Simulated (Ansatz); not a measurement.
Relaxation of Cl$_{2}$FH$_{7}$N$_{3}$Ta (14 atoms, charge 0, multiplicity 1), to a largest force component of 0.03 eV/Å in at most 50 steps.

All numbers below come from Ansatz, RKS PBE/def2-SVP.

```xyz
14
Properties=species:S:1:pos:R:3
Ta -0.098 0.073 0.080
N 2.016 0.261 0.096
H 2.489 0.758 0.859
H 2.605 0.267 -0.743
Cl 0.093 0.299 2.450
N 0.225 -0.129 -1.885
H -0.391 -0.699 -2.478
H 1.023 0.202 -2.439
N -0.973 1.829 -0.051
H -1.196 2.394 0.775
H -1.215 2.314 -0.920
Cl -1.766 -1.579 -0.043
F 1.382 -2.641 0.541
H 1.998 -1.936 0.561
```

Task: Where does it end, and by what steps?

Result: The run converged. After 29 steps the energy has fallen by 1.733 eV; H14 moved furthest, 1.42 Å. Parted: F13–H14 (0.94 → 2.41 Å). Joined: Ta1–F13 (3.13 → 1.94 Å), N2–H14 (2.25 → 1.03 Å).

```csv
step,energy less start (eV),largest force component (eV/Å),accepted
0,0.0000,1.290,yes
2,-0.2763,0.666,yes
4,-0.4953,0.702,yes
6,-1.0805,2.468,yes
8,-1.3900,1.628,yes
10,-1.5797,0.473,yes
12,-1.5981,0.379,yes
14,-1.6138,0.209,yes
16,-1.6305,0.440,yes
18,-1.6601,0.829,yes
20,-1.6686,1.302,no
22,-1.7186,0.126,yes
24,-1.7284,0.111,yes
26,-1.7315,0.080,yes
28,-1.7327,0.037,yes
29,-1.7329,0.021,yes
```

```xyz
14
Properties=species:S:1:pos:R:3
Ta -0.182 -0.400 0.105
N 2.117 0.103 0.324
H 2.290 0.412 1.291
H 2.454 0.832 -0.317
Cl 0.012 0.015 2.496
N 0.036 -0.393 -1.892
H 0.383 -1.226 -2.382
H -0.225 0.334 -2.565
N -0.490 1.559 -0.212
H -0.854 2.138 0.556
H -0.338 2.147 -1.036
Cl -2.366 -1.234 0.346
F 0.691 -2.118 -0.072
H 2.668 -0.752 0.161
```

Whether the end is a true minimum wasn't checked by a vibrational analysis.

The run took 91 s on 4 threads of Arm Neoverse V1, on a shared host, peak memory 0.26 GiB.
